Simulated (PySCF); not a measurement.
`N[Si@H]([SiH3])[SiH2]F`, FH8NSi3

Molfile (atoms numbered from 1):
```
FH8NSi3
     RDKit          3D

 13 12  0  0  0  0  0  0  0  0999 V2000
   -0.3639    1.8678    0.2943 N   0  0  0  0  0  0  0  0  0  0  0  0
   -0.0717    0.3854   -0.5767 Si  0  0  2  0  0  4  0  0  0  0  0  0
   -1.7321   -1.1466    0.0431 Si  0  0  0  0  0  4  0  0  0  0  0  0
    2.0169   -0.3418    0.1948 Si  0  0  0  0  0  4  0  0  0  0  0  0
    2.5359   -1.6126   -0.6918 F   0  0  0  0  0  0  0  0  0  0  0  0
   -1.3108    2.2271    0.3561 H   0  0  0  0  0  0  0  0  0  0  0  0
    0.2923    2.6354    0.1913 H   0  0  0  0  0  0  0  0  0  0  0  0
   -0.0496    0.4802   -2.0792 H   0  0  0  0  0  0  0  0  0  0  0  0
   -3.0918   -0.5945   -0.2569 H   0  0  0  0  0  0  0  0  0  0  0  0
   -1.6472   -1.4291    1.5093 H   0  0  0  0  0  0  0  0  0  0  0  0
   -1.5575   -2.4268   -0.7090 H   0  0  0  0  0  0  0  0  0  0  0  0
    3.0450    0.7401    0.0903 H   0  0  0  0  0  0  0  0  0  0  0  0
    1.9295   -0.7857    1.6178 H   0  0  0  0  0  0  0  0  0  0  0  0
  1  2  1  0
  2  3  1  0
  2  4  1  0
  4  5  1  0
  1  6  1  0
  1  7  1  0
  2  8  1  6
  3  9  1  0
  3 10  1  0
  3 11  1  0
  4 12  1  0
  4 13  1  0
M  END
```

Method used: GIAO B3LYP/6-311+G(2d,p) magnetisability, rotational g tensor and spin-rotation constants, non-relativistic, gas phase in PySCF. Geometry: PBE0-D3(BJ)/def2-SVP.

(1) Give the nuclear spin-rotation constants along the inertial axes (H = +C I·J) beside the isotropic shieldings.

Results:

(1) Rotational constants 2.8663, 1.3762, 1.0296 GHz. A star marks the isotopologue with that one atom substituted, in its own axes.
| atom | isotope | Caa (kHz) | Cbb (kHz) | Ccc (kHz) | mean (kHz) | σ (ppm) |
| --- | --- | --- | --- | --- | --- | --- |
| N1 | 14N | 0.057 | 0.041 | 0.036 | 0.045 | 262.4 |
| F5 | 19F | 0.835 | 0.569 | 0.292 | 0.565 | 414.9 |
| H6 | 1H | -0.007 | -0.154 | -0.139 | -0.100 | 32.0 |
| H7 | 1H | -0.287 | -0.026 | -0.138 | -0.150 | 32.2 |
| H8 | 1H | -0.221 | -0.126 | 0.056 | -0.097 | 26.2 |
| H9 | 1H | 0.085 | -0.119 | -0.092 | -0.042 | 27.8 |
| H10 | 1H | -0.262 | -0.123 | 0.035 | -0.117 | 27.9 |
| H11 | 1H | -0.235 | 0.014 | -0.079 | -0.100 | 27.9 |
| H12 | 1H | -0.094 | 0.011 | -0.090 | -0.058 | 25.9 |
| H13 | 1H | -0.237 | -0.116 | 0.055 | -0.100 | 26.1 |
| Si2 | 29Si* | -1.822 | -0.730 | -0.642 | -1.065 | 380.6 |
| Si3 | 29Si* | -1.541 | -0.722 | -0.539 | -0.934 | 433.7 |
| Si4 | 29Si* | -1.864 | -0.861 | -0.699 | -1.142 | 332.9 |

For the geometry as given, no vibrational averaging.
